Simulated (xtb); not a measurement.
B-trichloroborazine (B3Cl3H3N3), SMILES ClB1NB(Cl)NB(Cl)N1. All values are semi-empirical tight-binding results from xtb (GFN2-xTB unless named), good for trends rather than for accurate numbers. The structure is a stationary point at GFN2-xTB.

Optimised geometry:

```xyz
12

Cl     3.1567     0.0000     0.0000
B      1.4340     0.0000     0.0000
N      0.7028    -1.2172     0.0000
B     -0.7170    -1.2419     0.0000
Cl    -1.5783    -2.7338     0.0000
N     -1.4055     0.0000     0.0000
B     -0.7170     1.2419     0.0000
Cl    -1.5783     2.7338     0.0000
N      0.7028     1.2172     0.0000
H      1.2078    -2.0921     0.0000
H     -2.4157     0.0000     0.0000
H      1.2078     2.0921     0.0000
```

**Question.** Estimate the properties. (Estimate from the structure and the level; the computed values follow.)

**Answer.** 
```json
{
 "point_group_as_xtb_finds_it": "D3h",
 "orbital_gap": "5.39 eV",
 "dipole_moment": "0.00 D",
 "zero_point_energy": "41.5 kcal/mol",
 "G − E(el) at 298.15 K (modified RRHO)": "20.2 kcal/mol",
 "static polarisability (D4 model)": "97.7 bohr³",
 "solvation energy, GFN2-xTB/ALPB(water)": "-7.8 kcal/mol",
 "solvation energy, GFN2-xTB/ALPB(dmso)": "-12.0 kcal/mol"
}
```

Computed atomic charges and the Wiberg bond orders between heavy atoms:
charges (e) Cl1 -0.27, B2 0.39, N3 -0.32, B4 0.39, Cl5 -0.27, N6 -0.32, B7 0.39, Cl8 -0.27, N9 -0.32, H10 0.20, H11 0.20, H12 0.20. Bond orders Cl1–B2 1.01, B2–N3 1.19, N3–B4 1.19, B4–Cl5 1.01, B4–N6 1.19, N6–B7 1.19, B7–Cl8 1.01, B2–N9 1.19, B7–N9 1.19.
